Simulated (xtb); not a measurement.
cyclopentasilane (H10Si5), SMILES [SiH2]1[SiH2][SiH2][SiH2][SiH2]1. All values are semi-empirical tight-binding results from xtb (GFN2-xTB unless named), good for trends rather than for accurate numbers. Coordinates come from a GFN2-xTB optimisation.

| Item | Value |
|---|---|
| point group as xtb finds it | C2 |
| orbital gap | 3.13 eV |
| dipole moment | 0.00 D |
| zero-point energy | 51.1 kcal/mol |
| G − E(el) at 298.15 K (modified RRHO) | 29.1 kcal/mol |
| static polarisability (D4 model) | 138.2 bohr³ |
| solvation energy, GFN2-xTB/ALPB(water) | -1.5 kcal/mol |
| solvation energy, GFN2-xTB/ALPB(octanol) | -5.1 kcal/mol |
